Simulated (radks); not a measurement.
Coulomb parameter of the 3d shell of neutral iron in the model configuration [Ar] 3d4.5 4s2 4p1.5, as a second difference U = [E(n + 0.5) + E(n - 0.5) - 2 E(n)] / (0.5)^2 with all orbitals relaxed. "Bare": the charge of the atom changes with n. "Screened": the 4p shell takes up the change at fixed total charge, which measures U(3d,3d) + U(4p,4p) - 2 U(3d,4p). Method: scalar-relativistic Kohn-Sham, r2SCAN, spin-unpolarised, spherical densities, finite nucleus; meta-GGA in the generalised Kohn-Sham scheme; Fermi nuclear charge, rms radius 3.7377 fm; computed with a radial shooting solver on a logarithmic mesh with Libxc functionals.

case                  configuration  E - E(n) (eV)
start          [Ar] 3d4.5 4s2 4p1.5          0.000
bare +0.5        [Ar] 3d5 4s2 4p1.5         -7.239
bare -0.5        [Ar] 3d4 4s2 4p1.5         10.746
screened +0.5      [Ar] 3d5 4s2 4p1         -6.541
screened -0.5      [Ar] 3d4 4s2 4p2          8.062

U(bare) = 14.027 eV, U(screened by 4p) = 6.082 eV, against the Slater integral F0(3d,3d) = 25.285 eV with frozen orbitals. The step up makes a negative ion, whose loosely bound charge lowers the bare value.
